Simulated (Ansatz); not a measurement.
Consider the redistribution: `C=[CH][GeH2][SiH3]` + `[SiH3][SiH2][SiH2][SiH2][GeH3]` → `[SiH3][SiH2][SiH2][SiH2][GeH2][SiH3]` + `C=[CH][GeH3]`.

Calculated with Ansatz (gas phase, PBE0-D4/def2-TZVP geometries, no zero-point term in ΔE). CCSD(T)/CBS adds triple-zeta CCSD(T) − MP2 to the extrapolated MP2 energy (def2 sets, frozen cores). DFT in def2-TZVPP. B3LYP here is the variant with VWN-RPA as its local correlation; programs differ in this. For Ge outer-core shells are correlated without core-valence functions, which leaves a few kJ/mol of doubt a bond. Scalar relativity is left out up to krypton. One conformer a species, not always the lowest.

Is it downhill or uphill in electronic energy at CCSD(T)/CBS, and by how much? (An estimate is asked.)

Computed: Downhill: ΔE = -8.4 kJ/mol.

What do these levels give: PBE-D4, r2SCAN-D4, ωB97M-V, PBE, B3LYP, HF/def2-TZVPP, SCS-MP2/def2-TZVPP, CCSD/def2-TZVPP, CCSD(T)/def2-TZVPP, HF/def2-QZVPP, SCS-MP2/def2-QZVPP, CCSD/CBS(def2)? (An estimate is asked.)

The calculation gave: PBE-D4 -7.3, r2SCAN-D4 -6.5, ωB97M-V -8.2, PBE -1.9, B3LYP 0.4, HF/def2-TZVPP 0.8, SCS-MP2/def2-TZVPP -6.3, CCSD/def2-TZVPP -5.9, CCSD(T)/def2-TZVPP -7.3, HF/def2-QZVPP 1.0, SCS-MP2/def2-QZVPP -6.7, CCSD/CBS(def2) -7.0 kJ/mol.

Largest T1 diagnostic among the species: 0.013.

In def2-TZVPP, CCSD(T) changes the Hartree–Fock value by −8.1 kJ/mol (the triples alone add −1.4 kJ/mol) and MP2 by −9.2 kJ/mol. The D4 term adds −8.7 kJ/mol with B3LYP and −5.3 kJ/mol with PBE0; it sums over pairs of atoms, weighted by their polarisabilities, and B3LYP, whose exchange is more repulsive, gets the larger term.
